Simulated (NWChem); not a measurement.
System: CH₃ISe; SMILES [Se](I)C

Here is an NWChem input.

```
start job
memory heap 200 mb stack 900 mb global 1100 mb
geometry units angstroms noautoz
  Se    -0.409107     1.304069    -0.000887
  I     -0.014133    -1.194403     0.000643
  C      1.438108     1.901327    -0.001626
  H      1.381024     3.000929    -0.003787
  H      1.959261     1.561005    -0.905259
  H      1.959035     1.564373     0.903379
end
basis spherical
  * library def2-svp
end
ecp
  I library def2-ecp
end
dft
  xc b3pw91
  iterations 150
  mulliken
end
task dft energy
```

Structure relaxed at the PBE0/def2-SVP level. def2 effective core potentials on I; no spin-orbit coupling.

Problem. Predict the main results of this run. (B3PW91/def2-SVP with def2 effective core potentials on I.) Quantities: energy (Ha); highest occupied level (eV); orbital gap (eV); dipole (D).

Solution. The energy (Ha) comes out as -2739.00 and the highest occupied level (eV) is -6.14. The orbital gap (eV) is 3.43 and the dipole (D) is 1.83.
